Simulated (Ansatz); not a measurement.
A structure relaxed at PBE-D4/def2-SVP in Ansatz, charge 0, singlet:

```xyz
39

C    -5.6659   -0.1420   -3.8153
C    -4.3215   -0.8412   -3.6108
C    -3.3957   -0.1155   -2.6294
C    -2.0459   -0.8072   -2.4222
C    -1.1156   -0.0809   -1.4467
C     0.2348   -0.7801   -1.2563
C     1.2249   -0.0486   -0.3395
C     0.7878    0.0487    1.1277
C     1.8007    0.7384    2.0537
C     3.1050   -0.0413    2.2636
C     4.1403    0.6621    3.1569
C     3.6976    0.8171    4.6105
Se    5.0158    1.7246    5.7720
H    -6.2250   -0.0544   -2.8599
H    -5.5299    0.8867   -4.2103
H    -6.3118   -0.6908   -4.5303
H    -4.4906   -1.8808   -3.2505
H    -3.8019   -0.9476   -4.5895
H    -3.9109   -0.0100   -1.6472
H    -3.2247    0.9257   -2.9872
H    -2.2169   -1.8471   -2.0610
H    -1.5340   -0.9164   -3.4056
H    -0.9413    0.9587   -1.8079
H    -1.6323    0.0263   -0.4671
H     0.0622   -1.8079   -0.8626
H     0.7054   -0.9197   -2.2547
H     1.4027    0.9784   -0.7337
H     2.2064   -0.5663   -0.3995
H     0.5763   -0.9752    1.5139
H    -0.1770    0.5962    1.1886
H     1.3144    0.9173    3.0370
H     2.0410    1.7483    1.6490
H     3.5810   -0.2402    1.2797
H     2.8675   -1.0431    2.6896
H     5.0908    0.0866    3.1317
H     4.3820    1.6642    2.7406
H     3.4467   -0.1613    5.0683
H     2.7977    1.4587    4.7016
H     6.0598    0.6798    5.6029
```

Question: Give its formula, name or SMILES.

Answer: `CCCCCCCCCCCC[SeH]`.

Question: Summarise the bond lengths by kind (pairs closer than 1.2 times the sum of covalent radii, bridged metal pairs left out).

Answer: 11 × C–C 1.53 to 1.54 Å; 1 × C–Se 1.98 Å; 25 × C–H 1.11 Å; 1 × H–Se 1.49 Å.
